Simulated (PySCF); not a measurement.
CH3ClSTe, SMILES Cl[Te]SC.

Geometry: B3LYP-D3(BJ)/def2-SVP. This is a generated structure with no PubChem entry under its InChIKey; it may be hypothetical. The def2 effective core potentials stand for the cores of Te; spin–orbit coupling is left out. The values are those of a single conformer.

Method: PBE/def2-TZVP (PySCF).

The molecule is in vacuum.

Computed frontier levels, gap, dipole moment and polarisability:
```yaml
highest_occupied_level: -5.47 eV
lowest_empty_level: -3.33 eV
orbital_gap: 2.14 eV
dipole_moment: 2.65 D
quadrupole, principal values (traceless, Buckingham form, about the centre of nuclear charge): -6.06, -2.70, 8.76 D·Å
mean_static_polarisability: 85.8 bohr³ (12.72 Å³)
polarisability_principal_values: 62.8, 78.9, 115.7 bohr³
```
